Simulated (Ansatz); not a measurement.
Consider the formal exchange of groups at the Al–O bond: `C[O][Al]1[CH2][O]1` + CH₄ → `[CH3][Al]1[CH2][O]1` + CH₃OH.

Gas-phase electronic energies from Ansatz, PBE0-D4/def2-TZVP geometries. CCSD(T)/CBS is the MP2 limit (def2-TZVPP, def2-QZVPP) plus CCSD(T) − MP2 in def2-TZVPP, frozen cores. This one scheme is used for every species. One conformer a species, not always the lowest.

```
             level  ΔE (kJ/mol)
SCS-MP2/def2-QZVPP        125.9
     MP2/CBS(def2)        122.2
```

(1) What does CCSD(T)/CBS give? (Estimate.)

Largest T1 diagnostic among the species: 0.015.

Results:

(1) Computed: +118.5 kJ/mol. The listed levels differ from it by 7.4, 3.7 kJ/mol.

In def2-TZVPP, CCSD(T) changes the Hartree–Fock value by −12.7 kJ/mol (the triples alone add −1.9 kJ/mol) and MP2 by −9.0 kJ/mol. From PBE to PBE0 (25 % exact exchange), in def2-TZVPP and without D4, ΔE moves by +3.4 kJ/mol.
